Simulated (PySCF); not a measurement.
# Working out the ionisation energy of Ni⁺

Ni⁺ [Ar] 3d9 (2D) → Ni²⁺ [Ar] 3d8 (3F). Computed with PySCF 2.14 in ANO-RCC-VTZP (6s5p3d2f1g, 59 functions), with the spin-free X2C one-electron Hamiltonian (Gaussian nucleus). Frozen: [Ne]. Energies in hartree (1 hartree = 27.21139 eV):

| part | Ni⁺ (lower) | Ni²⁺ (upper) |
| --- | --- | --- |
| UHF | -1518.796668 | -1518.242942 |
| CCSD correlation | -0.673949 | -0.571211 |
| (T) | -0.017497 | -0.009033 |

Task: What does Hartree-Fock give?

Result: (-1518.242942) − (-1518.796668) = 0.553726 hartree = 15.068 eV.

Task: What do CCSD and CCSD(T) give?

Result: The CCSD correlation energies differ by 0.102738 hartree = 2.796 eV and the triples by 0.008464 hartree = 0.230 eV, so CCSD gives 17.864 eV and CCSD(T) 18.094 eV.

A first-order spin-orbit estimate adds -0.054 eV to CCSD(T) (valence and next inner shell), giving 18.040 eV against 18.169 eV (measured; NIST Atomic Spectra Database, ionization energies).

What remains against the reference includes basis incompleteness, the frozen core and higher excitations.
